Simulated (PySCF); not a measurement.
Isomers of BH8NSiSn. Theory: PBE0-D3(BJ)/def2-SVP geometry optimisation, gas phase, def2 core potentials past Kr (PySCF). Energies are electronic, without zero-point or thermal terms, for one conformer each. No frequencies were run at this level. Point groups hold within 0.08 Å.

Task: Order them by energy at this level, lowest first, and give relative energies in kJ/mol.
A. `B[N]([SiH3])[SnH3]`
B. `[BH2:1][SnH2:2][NH:3][SiH3:4]` with H–B1–Sn2–N3 177° and -4°, B1–Sn2–N3–Si4 -31°

Result: A (0.0), B (156.4).

As drawn, the lower has a B–N bond, which the higher lacks; the higher has an N–H bond, which the lower lacks.

```csv
SMILES,E (Eh),E rel (kJ/mol),dipole (D),point group,"A, B, C (MHz)"
B[N]([SiH3])[SnH3],-587.83897,0.0,1.89,–,"5861, 1506, 1239"
[BH2][SnH2][NH][SiH3],-587.77939,156.4,1.39,C1,"5690, 1490, 1233"
```
